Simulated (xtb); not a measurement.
I$_{5}$Ta, charge -1, doublet, from a rough starting geometry (GFN-xTB shapes and energies of metal compounds can be far from the true ones) (the multiplicity is a formal guess); GFN2-xTB (xtb).

The xtb input:
```
$ xtb mol.xyz --gfn 2 --chrg -1 --uhf 1 --opt vtight --json

# file mol.xyz
6

Ta     0.01045049    -0.02558114     0.03843008
I      2.26595500    -0.42916136    -1.43454107
I      1.24635194    -0.99711966     2.25138353
I     -1.25227384     1.02394802    -2.24823328
I     -1.95862432    -1.93303194     0.14515997
I     -0.32915062     2.33580460     1.31578854
```

The log (banner, timings and long lists left out):

```
   ID    Z sym.   atoms
    1   73 Ta     1
    2   53 I      2-6

           -------------------------------------------------
          |                Calculation Setup                |
           -------------------------------------------------

           -------------------------------------------------
          |                 G F N 2 - x T B                 |
           -------------------------------------------------

          ...................................................
          :                      SETUP                      :
          :.................................................:
          :  # basis functions                  60          :
          :  # atomic orbitals                  54          :
          :  # shells                           18          :
          :  # electrons                        41          :
          :  max. iterations                   250          :
          :  Hamiltonian                  GFN2-xTB          :
          :  restarted?                      false          :
          :  GBSA solvation                  false          :
          :  PC potential                    false          :
          :  electronic temp.          300.0000000     K    :
          :  accuracy                    1.0000000          :
          :  -> integral cutoff          0.2500000E+02      :
          :  -> integral neglect         0.1000000E-07      :
          :  -> SCF convergence          0.1000000E-05 Eh   :
          :  -> wf. convergence          0.1000000E-03 e    :
          :  Broyden damping             0.4000000          :
          :  net charge                         -1          :
          :  unpaired electrons                  1          :
          ...................................................

 iter      E             dE          RMSdq      gap      omega  full diag
   1    -20.4392617 -0.204393E+02  0.187E+01    0.00       0.0  T
   2    -20.4638653 -0.246036E-01  0.156E+01    0.00       1.0  T
   3    -21.5887539 -0.112489E+01  0.113E+01    0.00       1.0  T
   4    -21.5794014  0.935251E-02  0.131E+01    0.00       1.0  T
   5    -21.5770644  0.233702E-02  0.602E+00    0.00       1.0  T
   6    -21.6279127 -0.508483E-01  0.152E+00    0.00       1.0  T
   7    -21.6324888 -0.457613E-02  0.666E-01    0.00       1.0  T
   8    -21.6327781 -0.289319E-03  0.646E-02    0.00       1.0  T
   9    -21.6327696  0.854169E-05  0.791E-02    0.00       1.0  T
[...]
 * total energy  :   -21.6086520 Eh     change        0.1934453E-02 Eh
 * total energy  :   -21.6112099 Eh     change       -0.2557859E-02 Eh
 * total energy  :   -21.6120890 Eh     change       -0.8790955E-03 Eh
 * total energy  :   -21.6123254 Eh     change       -0.2364031E-03 Eh
 * total energy  :   -21.6124492 Eh     change       -0.1238002E-03 Eh
 * total energy  :   -21.6124750 Eh     change       -0.2580472E-04 Eh
 * total energy  :   -21.6123875 Eh     change        0.8745626E-04 Eh
 * total energy  :   -21.6124905 Eh     change       -0.1030311E-03 Eh
 * total energy  :   -21.6124906 Eh     change       -0.8044546E-07 Eh
 * total energy  :   -21.6124908 Eh     change       -0.2002087E-06 Eh
 * total energy  :   -21.6124908 Eh     change        0.3657373E-08 Eh
 * total energy  :   -21.6124909 Eh     change       -0.4168285E-07 Eh
   *** GEOMETRY OPTIMIZATION CONVERGED AFTER 16 ITERATIONS ***
         :: total energy             -21.612490856499 Eh    ::
[...]
      -------------------------------------------------------------
                  HL-Gap            0.0000035 Eh            0.0001 eV
             Fermi-level           -0.2425814 Eh           -6.6010 eV

     #   Z          covCN         q      C6AA      α(0)
     1  73 Ta       4.026     0.758   182.089    19.970
     2  53 I        0.968    -0.321   396.308    34.366
     3  53 I        1.040    -0.397   402.439    34.630
     4  53 I        1.040    -0.397   402.437    34.630
     5  53 I        0.967    -0.321   396.307    34.366
     6  53 I        0.967    -0.321   396.305    34.365

 Mol. C6AA /au·bohr⁶  :      12813.053246
 Mol. C8AA /au·bohr⁸  :    1288581.017484
 Mol. α(0) /au        :        192.327408

Wiberg/Mayer (AO) data.
largest (>0.10) Wiberg bond orders for each atom

 ---------------------------------------------------------------------------
     #   Z sym  total        # sym  WBO       # sym  WBO       # sym  WBO
 ---------------------------------------------------------------------------
     1  73 Ta   4.303 --     6 I    0.919     5 I    0.919     2 I    0.919
                             4 I    0.773     3 I    0.773
     2  53 I    1.080 --     1 Ta   0.919
     3  53 I    0.838 --     1 Ta   0.773
     4  53 I    0.838 --     1 Ta   0.773
     5  53 I    1.080 --     1 Ta   0.919
     6  53 I    1.080 --     1 Ta   0.919
 ---------------------------------------------------------------------------

Topologies differ in total number of bonds
Writing topology from bond orders to xtbtopo.mol

molecular dipole:
                 x           y           z       tot (Debye)
 q only:        0.005       0.008      -0.022
   full:        0.005       0.007      -0.022       0.061
molecular quadrupole (traceless):
                xx          xy          yy          xz          yz          zz
 q only:        1.924       2.447       2.794      -5.276       4.439      -4.717
  q+dip:        3.561       4.532       5.176      -9.773       8.222      -8.738
   full:        3.573       4.545       5.191      -9.802       8.246      -8.763

optimized geometry written to: xtbopt.xyz

           -------------------------------------------------
          | TOTAL ENERGY              -21.612490856499 Eh   |
          | GRADIENT NORM               0.000019826013 Eh/α |
          | HOMO-LUMO GAP               0.000095525988 eV   |
           -------------------------------------------------

normal termination of xtb
```
